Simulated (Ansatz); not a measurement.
```yaml
crystal:
  periodic: [false, false, false]
  atoms:
    - {symbol: Ge, position_ang: [0.000223, -0.000402, 0.047679]}
    - {symbol: F, position_ang: [0.008144, -0.016005, 1.764187]}
    - {symbol: Cl, position_ang: [2.009872, 0.010063, -0.613250]}
    - {symbol: Cl, position_ang: [-1.013110, 1.746127, -0.583488]}
    - {symbol: Cl, position_ang: [-1.005128, -1.739803, -0.615128]}
basis:
  gaussian: {orbitals: def2-TZVPP}
total_charge: -1
magnetization: {spin_polarized: true, initial_magnetization: 1}
hamiltonian: {xc: {name: RPBE}, dispersion: d3bjatm}
scf: {omitted_lower_state_checks: [starts]}
output: {forces: true}
```

```sh
$ ansatz run in.yaml --threads 2 --pin off --events-out ev --progress --plain --max-ram 4352MiB
```

It prints (some lines left out):

```
Functional definition: RPBE
1396 factors; their error is unknown
mean field evaluation 1: about -96802.4037 eV, gradient 2.0e1 eV
mean field evaluation 2: about -96800.2886 eV, gradient 3.5e1 eV
mean field evaluation 4: about -96803.3526 eV, gradient 1.2e0 eV
mean field evaluation 8: about -96803.3620 eV, gradient 3.6e-2 eV
mean field evaluation 16: about -96803.3265 eV, gradient 6.7e-5 eV
mean field -96803.32651201 eV, -3557.4566336649 hartree, gradient 2.4e-5 eV, S^2 0.751030; 0 other end points of the search recorded, 0 dependent functions left out
reference -96803.32654305 eV, -3557.4566348058 hartree; 47, 46 occupied and 158, 159 virtual orbitals, 1396 factors
Total energy: -96804.59962265 eV, -3557.5034196179 hartree
Atom 0 at     0.000223    -0.000402     0.047679 Å, force    -0.001466     0.003421    -0.365625 eV/Å
Atom 1 at     0.008144    -0.016005     1.764187 Å, force     0.016018    -0.031673     3.480081 eV/Å
Atom 2 at     2.009872     0.010063    -0.613250 Å, force     3.776388     0.017952    -1.055604 eV/Å
Atom 3 at    -1.013110     1.746127    -0.583488 Å, force    -1.903062     3.279658    -0.999765 eV/Å
Atom 4 at    -1.005128    -1.739803    -0.615128 Å, force    -1.887878    -3.269358    -1.059086 eV/Å
Dipole moment:     0.000093    -0.000231     0.024560 e Å
Checks for a lower state left out: starts
```

Run time 8.1 s (2 threads of Intel Xeon on a shared host).

The highest occupied level of an anion often lies above zero with these methods, and sets without diffuse functions describe the outer electron poorly.

The dipole of an ion depends on the origin.
